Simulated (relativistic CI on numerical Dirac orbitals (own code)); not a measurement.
## Cu³⁺ (3d8) in a crystal field

Calculated by Dirac-Coulomb-Breit CI, KLI orbitals optimised for each configuration, model QED (radiative potential, 1s self-energy scaled to tabulated hydrogen-like ionisation energies), valence Slater integrals scaled by 0.9, one configuration in a parametric crystal field (own radial code). With so little scaling, terms lie 10 to 35 % too far apart, which can change the order of excited levels.

Field parameters in Wybourne normalisation: D4h B²₀ = −7Ds, B⁴₀ = 21(Dq − Dt), B⁴₄ = 21√(5/14) Dq. The field is a parameter set, without covalency.

S is read from ⟨S²⟩ = S(S + 1).

Levels (cm⁻¹, degeneracy): 0 (1), 1 (2), 18584 (1), 19767 (1), 21435 (1), 21616 (1), 21811 (2), 22246 (1), 22444 (1), 22920 (2), 23066 (1), 30881 (2).

(1) Which field gives this pattern?
A. D4h, 10Dq = 31550, Ds = -1430, Dt = 40 cm⁻¹
B. D4h, 10Dq = 22550, Ds = 2370, Dt = -360 cm⁻¹
C. D4h, 10Dq = 22850, Ds = 1110, Dt = 90 cm⁻¹
D. D4h, 10Dq = 20800, Ds = 270, Dt = 250 cm⁻¹

Results:

(1) C. D4h, 10Dq = 22850, Ds = 1110, Dt = 90 cm⁻¹, ground level with S = 1.00.
